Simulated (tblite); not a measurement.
Species: C5H9Cl2FSi.
Atom-mapped SMILES: `[CH2:1]=[C:2]([CH3:3])[SiH2:4][C@H:5]([F:6])[CH:7]([Cl:8])[Cl:9]` (hydrogens: H10, H11 on C1; H12, H13, H14 on C3; H15, H16 on Si4; H17 on C5; H18 on C7)

Structure used (GFN2-xTB), in Å, numbered top down from 1:
```
atom  x, y, z in Å
C1    -1.1748    1.7863   -0.6046
C2    -1.1421    0.4784   -0.3788
C3    -2.0751   -0.1693    0.6030
Si4    0.0804   -0.6678   -1.2504
C5     1.4486   -1.1082    0.0537
F6     0.8953   -1.9932    0.9658
C7     1.9331    0.0977    0.8197
Cl8    3.3414   -0.2699    1.8579
Cl9    2.3711    1.3672   -0.3250
H10   -0.5151    2.2601   -1.3111
H11   -1.8647    2.4382   -0.0893
H12   -1.5180   -0.7553    1.3324
H13   -2.7449   -0.8522    0.0820
H14   -2.6733    0.5738    1.1263
H15    0.7221   -0.0734   -2.4179
H16   -0.5361   -1.9625   -1.5467
H17    2.2937   -1.6345   -0.3992
H18    1.1496    0.4908    1.4706
```

Level: GFN2-xTB in tblite, geometry and Hessian alike; calculated harmonic values, unscaled, isolated species. Errors from tens to a few hundred cm⁻¹ against measured bands are possible. Modes of hydrogen on silicon can be 10 to 20 % off. One conformer, not necessarily the lowest.

Harmonic wavenumbers (cm⁻¹): 28.6, 41.9, 58.5, 84.1, 128.8, 149.5, 191.2, 248.9, 267.6, 288.7, 313.3, 378.0, 378.7, 421.8, 505.6, 578.9, 638.3, 657.7, 671.8, 690.1, 749.1, 758.5, 768.2, 915.8, 962.4, 1013.1, 1018.0, 1039.9, 1065.7, 1144.0, 1155.3, 1214.7, 1220.5, 1288.4, 1400.1, 1419.0, 1475.8, 1483.8, 1676.9, 2272.2, 2313.1, 2942.1, 2954.9, 3007.1, 3022.4, 3028.4, 3072.5, 3119.1.

A = 1363, B = 672.0, C = 564.0 MHz; mass 185.983 u (most abundant isotopes); point group C1, symmetry number 1.

Q: Zero-point energy?

A: Half the sum of the wavenumbers: 27112 cm⁻¹ = 324.33 kJ/mol.

Q: Entropy at 273.15 K, 1 bar (ideal gas, RRHO, classical rotation)?

A: Translation 172.21, rotation 127.82, vibration 156.55: S = 456.6 J/(mol K).

Q: And Cp and H(273.15 K) − H(0)?

A: Cp = 176.09 J/(mol K), of which vibrations give 142.83 (their classical limit is 48 R = 399.1); H(273.15 K) − H(0) = 30.24 kJ/mol without the zero-point energy, 21.15 from vibrations.

Q: How do the functions run with temperature in this model?

A: 
```
 T (K)  S (J/(mol K))  Cp (J/(mol K))  H − H(0) (kJ/mol)  G − H(0) (kJ/mol)  ln q(vib)
   150          369.2           120.1              11.94             -43.44       5.14
   250          441.4           166.0              26.28             -84.08       8.72
298.15          472.5           186.6              34.77            -106.09      10.36
   400          532.8           225.1              55.80            -157.34      13.70
   600          635.3           280.1             106.71            -274.48      19.79
   900          759.4           330.9             199.04            -484.43      27.88
```

q(vib) and H(0) count from the zero-point level.

Q: Which modes carry the vibrational entropy at 273.15 K?

A: 28.6 cm⁻¹: 24.06; 41.9 cm⁻¹: 20.89; 58.5 cm⁻¹: 18.14; 84.1 cm⁻¹: 15.15; 128.8 cm⁻¹: 11.70; 149.5 cm⁻¹: 10.51 J/(mol K); the other 42 give 56.10 together.

Hindered rotation and anharmonicity are outside this model. Other conformers, if any are populated, would add a mixing term that is left out. The structure is chiral; the term R ln 2 for an equal mix with its mirror image is left out.

Time: 0.82 s of wall time. Hardware: Arm Neoverse V2, one thread, shared host with 32 logical CPUs at a one-minute load of 24. The figure is for the frequency step alone.
